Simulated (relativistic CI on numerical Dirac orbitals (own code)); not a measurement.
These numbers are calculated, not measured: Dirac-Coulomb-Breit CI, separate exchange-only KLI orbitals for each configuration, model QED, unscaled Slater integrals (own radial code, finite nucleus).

The strongest absorption lines from the ground level of an ion, among the configurations computed and to levels below about 19300 eV (vacuum wavelength in nm, gf): 0.06863 (0.23), 0.08739 (0.21), 0.08741 (0.26), 0.08766 (0.11), 0.08860 (1.1), 0.09181 (0.39), 0.48072 (0.41), 0.48104 (0.22).

Problem. Which ion is it?
A. Tm⁶⁴⁺
B. Tl⁷⁶⁺
C. Tl⁷⁸⁺
D. Re⁷⁰⁺

Solution. B. Tl⁷⁶⁺ has 5 electrons and the ground level 2s2.2p 2P°_1/2; the strongest line goes to 2s2.3d 2D_3/2. The pattern of lines fixes the number of electrons, and along that sequence the line energies rise steadily with the charge (about as its square where n changes within one kind of shell, about linearly where n is kept but much faster in heavy ions where fine structure, which grows about as Z⁴, sets the gap, and irregularly where shells cross), which fixes Z. Configurations outside the model, such as inner-shell arrays, can give stronger lines. At this charge energies of transitions that change n are usually good to better than 1 %, and those within a shell (Δn = 0) to a few per cent.

LS names give the leading component of a level, which can be under half, so a name can repeat, a term be missing and a line seem to break the LS rules.
